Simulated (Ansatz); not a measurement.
Spectroscopic constants of SiH+, closed-shell singlet (the spin of the measured ground state).

The constants come from a fifth-degree fit in 1/R (seven points, main isotopes). In def2 and cc sets the state is the lowest found near the PBE0 minimum, followed along R. The singlet is held restricted.

Frozen-core correlation. CBS: X⁻³ extrapolation of the correlation energy, Hartree–Fock from the larger set.

Programs: Ansatz (a first-principles code). 

Doubts at one or more of the structures used: a restricted determinant that unrestricted orbitals would lower (CCSD(T)/aug-cc-pV(T+d)Z, CCSD(T)/def2-TZVPP, CCSD(T)/aug-cc-pV(Q+d)Z, CCSD(T)/def2-QZVPP, CCSD(T)/aug-cc-pV(5+d)Z, CCSD(T)/CBS(def2-TZVPP, def2-QZVPP), CCSD(T)/CBS(aug-cc-pV(Q+d)Z, aug-cc-pV(5+d)Z)).

Quantity: ω_e, from seven points a level.

Costs are ratios of core time to PBE/def2-TZVPP (roughly 2.5 s), for whole runs (searches for the state included, and forces where a run took them) on one shared machine, so rough; each error counts from the measured 2157.2 cm⁻¹ [Irikura, J. Phys. Chem. Ref. Data 36, 389 (2007)].

A star marks coupled-cluster runs past 200 virtual orbitals, where the program's memory plan changes under this machine's limit, so their costs aren't comparable with smaller runs.

```csv
level,basis functions,cost,error (cm⁻¹)
BHLYP/def2-TZVPP,56,×0.7,46
PBE0/def2-TZVPP,56,×0.7,-31
CAM-B3LYP/def2-TZVPP,56,×1,3
PBE/def2-TZVPP,56,×1,-109
CCSD(T)/def2-TZVPP,56,×1,7
B97M-V/def2-TZVPP,56,×2,-85
CCSD(T)/aug-cc-pV(T+d)Z,78,×2,-9
CCSD(T)/def2-QZVPP,100,×5,7
"CCSD(T)/CBS(def2-TZVPP, def2-QZVPP)",-,×6,6
CCSD(T)/aug-cc-pV(Q+d)Z,135,×10,4
CCSD(T)/aug-cc-pV(5+d)Z,216,×50*,4
"CCSD(T)/CBS(aug-cc-pV(Q+d)Z, aug-cc-pV(5+d)Z)",-,×60*,4
```

What the step from CCSD(T)/aug-cc-pV(T+d)Z to CCSD(T)/aug-cc-pV(Q+d)Z costs and buys: 78 to 135 functions, cost ×5 (rough); the error goes from -9 to 4 cm⁻¹.
